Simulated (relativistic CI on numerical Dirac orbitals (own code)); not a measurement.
## What each ingredient does to the levels of I²¹⁺

Base calculation: Dirac-Coulomb-Breit CI, KLI orbitals optimised for each configuration, model QED, unscaled Slater integrals.

Configuration list (outside the closed core [Ar] 3d10): 4s2 4p2, 4s 4p3, 4s2 4p 4d, 4p4, 4s 4p2 4d, 4s2 4p 4f, 4s 4p2 4f, 4p3 4d, 4s 4p 4d2, 4s2 4d 4f, 4p3 4f, 4s2 4p 5s, 4s2 4d2, 4s 4d3, 4s 4d2 4f, 4p2 4d2, 4p 4d3, 4p 4d2 4f, 4p 4d2 5s, 4s2 4f2, 4s 4d 4f2, 4s 4f3, 4p2 4f2, 4p 4d 4f2, 4p 4f3, 4p 4f2 5s. Double excitations out of closed p, d and f shells are left out; levels of such configurations are missing from the list, as are those of other unlisted configurations, and high levels can miss mixing partners.

The lowest level and the first level of each name with at least 55 % of one term (blank where a level has no safe partner in the second run):

| Level | Base (cm⁻¹) | Shift (cm⁻¹) |
| --- | --- | --- |
| 4s2 4p2 3P_0 | 0 | 0 |
| 4s2 4p2 3P_1 | 98871 | -271 |
| 4s2 4p2 1S_0 | 281460 | +6765 |
| 4s 4p3 5S°_2 | 468311 | -11025 |
| 4s 4p3 3D°_1 | 543947 | +11905 |
| 4s 4p3 3D°_2 | 575086 | +7872 |
| 4s 4p3 3D°_3 | 607043 | +13417 |
| 4s 4p3 3P°_0 | 650260 | +5850 |
| 4s 4p3 3P°_1 | 664570 | +9822 |
| 4s2 4p 4d 3F°_2 | 781324 | -17812 |
| 4s2 4p 4d 3F°_3 | 819428 | -2230 |
| 4s2 4p 4d 3F°_4 | 905714 | +697 |
| 4s2 4p 4d 3P°_0 | 944460 | -7710 |
| 4s2 4p 4d 3D°_3 | 952917 | -8566 |

At this charge energies of transitions that change n are usually good to better than 1 %, and those within a shell (Δn = 0) to a few per cent.

(1) One thing was changed in a second run, which moved the levels as shown. Which?
A. non-relativistic limit
B. QED terms removed
C. configuration mixing switched off
D. Breit term removed

Answers

(1) C. Configuration mixing switched off. Without mixing, levels that were pushed by configurations of the same parity and J return to their single-configuration places.

LS names give the leading component of a level, which can be under half, so a name can repeat, a term be missing and a line seem to break the LS rules.
